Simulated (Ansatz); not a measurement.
Cost and result up the ladder for the cluster Al₄P₄ (8 atoms). Charge 0, multiplicity 1. Geometry: PBE-D4/def2-SVP.

Cartesian coordinates in Å:
```
Al 0.873 1.426 1.117
Al -0.593 1.396 -1.319
Al 0.593 -1.396 1.319
Al -0.873 -1.426 -1.117
P 1.087 2.708 -0.686
P -2.273 0.086 -1.952
P 0.526 -2.937 -0.282
P 0.660 0.144 2.920
```

Ansatz on 4 threads of Arm Neoverse N1 on a shared host. Times are rough, and most runs start from the orbitals of an earlier one. ωB97X-V/def2-TZVP serves as the yardstick here, not as an exact answer. Differences are given only for rows in sets of like size (and for xTB, whose basis is part of the method), since another set adds its own error. Binding counts from free atoms at the same level (Al doublet, P quartet; other spins of the atoms weren't run), without zero-point energy or a counterpoise term.

Correlated methods freeze 40 core orbitals. The rows differ in basis, and correlated rows in double-zeta sets carry the largest basis error. The structure comes from a short search, and lower isomers may exist.

Correlated methods converge slowly with the basis, most of all in double-zeta sets.

```csv
level,functions,binding energy per atom (eV),difference from ωB97X-V/def2-TZVP (eV),remarks
PBE-D4/def2-TZVP,296,3.04,0.13,–
PBE-D4/def2-SVP,144,3.02,–,–
HF/STO-3G,72,2.36,–,–
ωB97X-V/def2-TZVP,296,2.91,0.00,–
CCSD(T)/def2-SVP,144,2.42,–,large T1 (0.025)
PBE0-D4/def2-SVP,144,2.89,–,–
MP2/def2-TZVP,296,2.83,-0.08,–
revPBE-D4/def2-TZVP,296,2.93,0.03,–
PBE0-D4/def2-TZVP,296,2.93,0.02,–
r2SCAN-D4/def2-TZVP (with forces),296,2.98,0.07,–
```

Estimate how long each takes.

HF/STO-3G 0.7 s; PBE-D4/def2-SVP 3.9 s; PBE0-D4/def2-SVP 5.5 s; PBE-D4/def2-TZVP 8.5 s; revPBE-D4/def2-TZVP 9 s; CCSD(T)/def2-SVP 16 s; MP2/def2-TZVP 16 s; r2SCAN-D4/def2-TZVP (with forces) 23 s; PBE0-D4/def2-TZVP 24 s; ωB97X-V/def2-TZVP 41 s. On shared hardware such times vary by a factor of up to 3.
